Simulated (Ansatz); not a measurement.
Input file for Ansatz (a program for electronic structure): R-CCSD(T)/def2-TZVPP on H2 (SMILES [H][H]).

Ansatz 0.2 input:
```yaml
crystal:
  periodic: [false, false, false]
  atoms:
    - {symbol: H, position_ang: [0.00000000, 0.00000000, 0.37198582]}
    - {symbol: H, position_ang: [-0.00000000, -0.00000000, -0.37198582]}
basis:
  gaussian:
    orbitals: def2-TZVPP
magnetization: {spin_polarized: false}
correlation: {method: ccsd_t, electrons: outside_noble_gas}
scf: {lower_state_search: off}
```

Program output:

```
WARN ansatz: RAYON_NUM_THREADS=4 ignored (pool sized by the plan → 4); use --threads N
Functional definition: HF
these checks for a lower state are left out or cut short: stability, starts, cluster_reference, orbital_swaps, neighbouring_geometries, increment
integrals: 0.00 GiB planned
145 factors; integrals over basis functions are off by at most 7.3e-4 eV
mean field: 0.04 GiB planned
mean field evaluation 1: about -30.7508 eV, gradient 3.7e0 eV
mean field evaluation 2: about -30.7490 eV, gradient 3.6e0 eV
mean field evaluation 4: about -30.8287 eV, gradient 5.9e-2 eV
mean field evaluation 8: about -30.8286 eV, gradient 1.7e-7 eV
mean field -30.82858804 eV, -1.1329297141 hartree, gradient 4.2e-7 eV, S^2 0.000000; 0 other end points of the search recorded, 0 dependent functions left out
reference -30.82858804 eV, -1.1329297141 hartree; 1, 1 occupied and 27, 27 virtual orbitals, 145 factors
second order -0.86234728 eV of doubles, -0.00000000 eV of singles
coupled cluster: 0.05 GiB planned
cycle   1  -1.00682082 eV  change   -1.4e-1 eV  update   2.6e-2
cycle   2  -1.07128157 eV  change   -6.4e-2 eV  update   9.0e-3
cycle   3  -1.07247262 eV  change   -1.2e-3 eV  update   1.1e-3
cycle   4  -1.07242688 eV  change    4.6e-5 eV  update   1.4e-4
cycle   5  -1.07238156 eV  change    4.5e-5 eV  update   1.6e-5
cycle   6  -1.07238884 eV  change   -7.3e-6 eV  update   2.7e-6
cycle   7  -1.07238825 eV  change    5.9e-7 eV  update   4.1e-7
perturbative correction -0.00000000 eV, -0.0000000000 hartree
Total energy: -31.90097629 eV, -1.1723392555 hartree
Checks for a lower state left out: stability, starts, cluster_reference, orbital_swaps, neighbouring_geometries, increment
```

Self-consistency was reached.

Cost: about 0.20 core-seconds (a rough figure).
